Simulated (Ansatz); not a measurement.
`[GeH3][c]1ccccc1` + `[SiH3]N[SiH3]` → `[SiH3][N]([SiH3])[GeH3]` + `c1ccccc1`  (ligand exchange at a Ge–C bond)

Gas-phase electronic energies from Ansatz, PBE0-D4/def2-TZVP geometries. CBS: MP2 limit from def2 TZ/QZ plus the TZ coupled-cluster correction, frozen cores. This one scheme is used for every species. DFT in def2-TZVPP. B3LYP here is the variant with VWN-RPA as its local correlation; programs differ in this. For Ge outer-core shells are correlated without core-valence functions, which leaves a few kJ/mol of doubt a bond. Scalar relativity is left out up to krypton.

`[GeH3][c]1ccccc1`:

Cartesian coordinates in Å:
```
Ge -0.147 1.240 2.185
C -0.043 0.287 0.492
C 0.673 0.816 -0.579
C 0.766 0.128 -1.780
C 0.140 -1.101 -1.926
C -0.580 -1.638 -0.868
C -0.670 -0.947 0.331
H -1.476 0.909 2.883
H -0.054 2.754 1.930
H 1.009 0.830 3.116
H 1.164 1.780 -0.483
H 1.326 0.554 -2.605
H 0.209 -1.639 -2.864
H -1.074 -2.596 -0.978
H -1.241 -1.377 1.148
```

`[SiH3]N[SiH3]`:

Cartesian coordinates in Å:
```
Si 0.356 0.927 -1.204
N 0.577 0.037 0.257
Si -0.560 -0.934 1.118
H -1.096 0.929 -1.507
H 1.089 0.330 -2.355
H 0.842 2.326 -1.053
H 1.517 0.039 0.630
H -1.894 -0.694 0.516
H -0.584 -0.571 2.561
H -0.247 -2.389 1.037
```

`[SiH3][N]([SiH3])[GeH3]`:

Cartesian coordinates in Å:
```
Si 0.729 1.586 0.267
N -0.042 0.068 -0.028
Si -1.028 -0.266 -1.407
Ge 0.296 -1.327 1.152
H 2.197 1.530 0.020
H 0.132 2.607 -0.632
H 0.536 1.993 1.687
H -0.255 -0.864 -2.532
H -2.078 -1.248 -1.017
H -1.664 0.988 -1.886
H 1.572 -0.965 1.928
H 0.497 -2.614 0.336
H -0.893 -1.489 2.112
```

`c1ccccc1`:

Cartesian coordinates in Å:
```
C -1.377 0.162 -0.062
C -0.831 -1.110 0.035
C 0.545 -1.272 0.096
C 1.377 -0.162 0.062
C 0.831 1.110 -0.035
C -0.545 1.272 -0.096
H -2.452 0.288 -0.110
H -1.481 -1.978 0.062
H 0.972 -2.266 0.171
H 2.452 -0.288 0.110
H 1.481 1.978 -0.062
H -0.972 2.266 -0.171
```

Problem. Is it downhill or uphill in electronic energy at CCSD(T)/CBS, and by how much? (Best estimate.)

Solution. Ansatz gave: Downhill: ΔE = -28.6 kJ/mol.

Problem. What do these levels give: LDA (SPW92), B3LYP-D4, B2PLYP, CAM-B3LYP, CCSD(T)/def2-TZVPP, CCSD/CBS(def2)? (Best estimate.)

Solution. Computed: LDA (SPW92) -22.8, B3LYP-D4 -28.5, B2PLYP -26.9, CAM-B3LYP -26.6, CCSD(T)/def2-TZVPP -28.5, CCSD/CBS(def2) -29.4 kJ/mol.

Largest T1 diagnostic among the species: 0.012.

In def2-TZVPP, CCSD(T) changes the Hartree–Fock value by +6.0 kJ/mol (the triples alone add +0.8 kJ/mol) and MP2 by +7.9 kJ/mol. The D4 term adds −3.6 kJ/mol with B3LYP and −1.7 kJ/mol with PBE0; it sums over pairs of atoms, weighted by their polarisabilities, and B3LYP, whose exchange is more repulsive, gets the larger term. Leaving LDA and LC-ωPBE aside and taking each functional with its dispersion term where it has one, the values, not all of them listed here, spread over 9.6 kJ/mol, from BHLYP-D4 to PBE-D4.
